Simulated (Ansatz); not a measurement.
System: CH4BO, charge 0, doublet. CH4BO (SMILES [BH]OC, doublet).
B3LYP-D3(BJ)/def2-TZVP minimum from Ansatz (a quantum-chemistry and plane-wave program):
```
C
H 1 1.0889
H 1 1.0889 2 109.46
H 1 1.0911 2 110.14 3 -121.24
O 1 1.4399 2 108.16 3 117.63
B 5 1.3200 1 124.81 2 120.77
H 6 1.2036 5 125.03 1 0.00
```
Charge 0, spin multiplicity 2.

Total energies in aug-cc-pVDZ, 17 correlated electrons, 3 frozen orbitals. Radicals and triplets start from unrestricted determinants; spin-orbit coupling is neglected. Correlated methods leave the cores frozen. No relativity.

```tsv
method	program	energy (Eh)	minus CCSDT(Q) (mEh)
HF	Ansatz	-139.72188	457.46
MP2	Ansatz	-140.13269	46.65
CCSD	Ansatz	-140.16393	15.40
CCSD(T)	Ansatz	-140.17759	1.75
CCSDT(Q)	Ansatz	-140.17934	0.00
```

Rough core times of Ansatz's runs on a shared machine: CCSD(T) 30 s, CCSDT(Q) 80 min.
